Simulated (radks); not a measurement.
Values are calculated unless marked as measured or tabulated.
Correlation energies from several functionals, in hartree. Species: Ga20+ [Ne] 3s1; Se+ [Ar] 3d10 4s2 4p3. Level of theory: non-relativistic Kohn-Sham, exchange-only LDA, spin-polarised, spherical densities, point nucleus (a radial shooting solver on a logarithmic mesh with Libxc functionals). Every spin shell is full or empty, so the densities are truly spherical. Functionals are evaluated on that one density, not self-consistently.

| functional | Ga20+ | Se+ |
|---|---|---|
| PW92 | -1.2047 | -2.9831 |
| VWN5 | -1.2096 | -2.9975 |
| PZ | -1.2054 | -2.9773 |
| Wigner | -0.56937 | -1.6811 |
| PBEsol | -0.53718 | -1.8140 |
| PW91 | -0.53031 | -1.7212 |
| SCAN | -0.45202 | -1.5929 |
| B95 | -0.64795 | -1.9012 |
